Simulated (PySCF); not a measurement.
Match the calculated data to a structure.

All candidates are C5H12Si2.

| technique | computed result |
| --- | --- |
| UV, first state | lowest singlet excitation: 5.41 eV (229 nm, f = 0.027) [TDDFT PBE0/def2-SVPD] |
| Triplet | lowest triplet excitation (Tamm–Dancoff): 4.11 eV [TDA PBE0/def2-SVPD] |
| UV, strongest line | among the 8 lowest singlet transitions: S2 at 5.95 eV (208 nm, f = 0.100) [TDDFT PBE0/def2-SVPD] |
| Polarisability | 109.2 au [PBE0/def2-SVPD] |
| Rotational structure | rotational constants A, B, C: 2.237, 1.467, 1.234 GHz [GFN2-xTB] |
| Dipole | 0.41 D [PBE0/def2-SVPD] |

Electronic properties: PySCF, gas phase, density fitting. Levels stand in brackets. Geometry: GFN2-xTB, one conformer, isolated molecule.

Question: Which candidate is it?
A. `[SiH3][SiH2]C1=CCCC1`
B. `C#CC[Si](C)(C)[SiH3]`
C. `C=C[Si@@H]1C[SiH2][C@@H]1C`
D. `CCC[SiH2]C#C[SiH3]`

Answer: C. It is `C=C[Si@@H]1C[SiH2][C@@H]1C`. Numbering: `[CH2:1]=[CH:2][Si@@H:3]1[CH2:4][SiH2:5][C@@H:6]1[CH3:7]`. Its formula, C5H12Si2, gives 2 degrees of unsaturation: 1 ring and 1 π bond in the structure found. S1 is mainly HOMO→LUMO (weight 0.83); the largest Löwdin shares of the orbital it empties are 0.33 on an sp3 carbon bound to silicon, 0.14 on the SiH silicon, 0.10 on the SiH2 silicon and 0.08 on the methyl carbon, of the orbital it fills 0.27 on the terminal =CH2 carbon, 0.25 on the alkene CH carbon, 0.14 on the SiH silicon and 0.05 on an sp3 carbon bound to silicon. The optimised geometry has point group C1 and is an asymmetric top.

The others, at the same levels:
- `CCC[SiH2]C#C[SiH3]` fails: its computed lowest singlet excitation is 5.65 eV (219 nm, f = 0.000) (against 5.41 eV), lowest triplet excitation (Tamm–Dancoff) is 4.62 eV (against 4.11 eV) and strongest line among the 8 lowest singlet transitions is S4 at 7.13 eV (174 nm, f = 0.490) (against S2 at 5.95 eV).
- `C#CC[Si](C)(C)[SiH3]` fails: its computed lowest singlet excitation is 6.39 eV (194 nm, f = 0.002) (against 5.41 eV), lowest triplet excitation (Tamm–Dancoff) is 5.37 eV (against 4.11 eV) and strongest line among the 8 lowest singlet transitions is S2 at 6.56 eV (189 nm, f = 0.029) (against S2 at 5.95 eV).
- `[SiH3][SiH2]C1=CCCC1` fails: its computed lowest singlet excitation is 5.95 eV (208 nm, f = 0.070) (against 5.41 eV), strongest line among the 8 lowest singlet transitions is S3 at 6.39 eV (194 nm, f = 0.316) (against S2 at 5.95 eV) and static isotropic polarisability is 115.3 au (against 109.2 au).

Each candidate is one conformer, not necessarily the lowest. Dipoles, sizes and rotational constants follow the conformer. The torsions of the flexible species, by atom-mapped SMILES:
- `[CH2:1]=[CH:2][Si@@H:3]1[CH2:4][SiH2:5][C@@H:6]1[CH3:7]`: C1–C2–Si3–C4 34°
- `[CH3:1][CH2:2][CH2:3][SiH2:4][C:5]#[C:6][SiH3:7]`: C1–C2–C3–Si4 179°, C2–C3–Si4–C5 -60°
- `[CH:1]#[C:2][CH2:3][Si:4]([CH3:5])([CH3:6])[SiH3:7]`: C2–C3–Si4–C5 -64°

The conformers of `[SiH3][SiH2]C1=CCCC1` aren't listed.
